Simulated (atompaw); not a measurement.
## Plane-wave convergence, PAW (atompaw) potential for Re

- Element: rhenium
- Generator: atompaw 4.2.0.5
- Type: PAW
- Functional: PBE
- Relativity: scalar-relativistic
- Frozen core: [Xe]
- Valence charge: 21
- Reference configuration: 4f14 5d5 6s1.5 6p0.5
- Partial waves: 6s (bound): rc 3.00 bohr; 6s channel at 0.85 Ry: rc 3.00 bohr; 6p (bound): rc 3.00 bohr; 6p channel at 0.4 Ry: rc 3.00 bohr; 5d (bound): rc 3.00 bohr; 5d channel at 4.85 Ry: rc 2.50 bohr; 4f (bound): rc 0.85 bohr; 4f channel at -2.6 Ry: rc 0.85 bohr
- Local potential: bessel scheme, radius 2.75 bohr
- Core correction: smooth core density matched at 2.05 bohr
- Augmentation charge: sinc compensation charge, radius 2.85 bohr; PAW radius 3.00 bohr; waves and projectors: custom rrkj gramschmidtortho

The pseudo-atom Hamiltonian at the reference potential is diagonalised in spherical Bessel functions j_l(qr) that vanish at 20 bohr, with q² up to the cutoff. All-electron valence levels (Ry): 6s -0.4808, 6p -0.1288, 5d -0.4536, 4f -3.1741.

**Question.** How do the lowest levels (Ry) of each channel move with the cutoff, and are there ghosts?

**Answer.**

```tsv
cutoff (Ry)	s #1	p #1	d #1	f #1	Σ f·Δε (mRy)
8	-0.4808	-0.1288	-0.4372	0.0923	45807.6
15	-0.4808	-0.1288	-0.4534	0.0923	45726.5
25	-0.4808	-0.1288	-0.4536	0.0923	45725.4
35	-0.4808	-0.1288	-0.4536	0.0923	45725.3
50	-0.4808	-0.1288	-0.4536	0.0923	45725.3
70	-0.4808	-0.1288	-0.4536	0.0923	45725.1
100	-0.4808	-0.1288	-0.4536	-1.8079	19122.6
140	-0.4808	-0.1288	-0.4536	-2.9942	2514.7
180	-0.4808	-0.1288	-0.4536	-3.1636	142.4
260	-0.4808	-0.1288	-0.4536	-3.1718	27.6
400	-0.4808	-0.1288	-0.4536	-3.1738	0.0
```

Result: no extra level below or beside the all-electron valence levels (s, p, d, f tested); 10 mRy is reached at 300 Ry and 1 mRy at over 300 Ry.
